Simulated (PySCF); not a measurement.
AlCl, SMILES [Al][Cl] (connectivity only; charge and spin as stated), neutral, multiplicity 1.

The structure is a stationary point at PBE0-D3(BJ)/def2-TZVPD.

Two levels are set side by side: PBE/def2-TZVPD (PySCF) and PBE0/def2-TZVPD (PySCF). Same geometry, gas phase. Differences are taken from unrounded values.

```csv
quantity,PBE0
orbital gap (eV),5.34
highest occupied level (eV),-7.02
lowest empty level (eV),-1.69
dipole moment (D),1.59
mean polarisability (bohr³),53.8
```

Question: What does PBE give, and how far is it from PBE0? (The exact figures need the calculation; the answer reports its results.)

Answer: 
```json
[
 {"quantity": "orbital gap (eV)", "PBE": "3.69", "PBE minus PBE0": "-1.65"},
 {"quantity": "highest occupied level (eV)", "PBE": "-6.09", "PBE minus PBE0": "0.93"},
 {"quantity": "lowest empty level (eV)", "PBE": "-2.40", "PBE minus PBE0": "-0.71"},
 {"quantity": "dipole moment (D)", "PBE": "1.52", "PBE minus PBE0": "-0.07"},
 {"quantity": "mean polarisability (bohr³)", "PBE": "55.1", "PBE minus PBE0": "1.2"}
]
```

Without exact exchange PBE keeps part of each electron's self-repulsion, which lifts occupied levels and narrows the gap. Differences between two approximate levels are no errors against the true value.

Rough cost on one machine, each run with all the roots and properties that it gave: PBE0 against PBE within a factor of 2.
